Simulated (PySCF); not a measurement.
## C₆ coefficients of unlike pairs at LC-wPBE

Calculated with PySCF 2.14 from the dipole response of each species, C₆(A,B) = (3/π) ∫ α_A(iu) α_B(iu) du, in atomic units, from isotropic polarisabilities. For ions this is the dispersion term alone; charge-induced terms of lower order in 1/R come first.

| species | configuration | basis | relativity | α (bohr³) | C₆ (like pair) |
| --- | --- | --- | --- | --- | --- |
| As | [Ar] 3d10 4s2 4p3 (4S) | aug-cc-pVDZ-PP with ECP10MDF (5s4p3d) | core potential | 29.75 | 250.4 |
| I²⁺ | [Kr] 4d10 5s2 5p3 (4S) | def2-TZVPPD with the def2 core potential (28 electrons) (7s6p4d2f) | core potential | 13.67 | 94.72 |
| B³⁺ | 1s2 (1S) | aug-cc-pCVQZ-DK (9s8p6d4f2g) | spin-free X2C | 0.02045 | 0.002734 |

Task: Estimate C₆ for I²⁺ with As.

Result: The integral gives 147.5. The combination rule 2 C_A C_B / (C_A α_B/α_A + C_B α_A/α_B) gives 147.7 and the geometric mean 154.0.

No spin-orbit coupling is included.

The other pairs:

| pair | C₆ |
| --- | --- |
| B³⁺, As | 0.3455 |
| B³⁺, I²⁺ | 0.2984 |
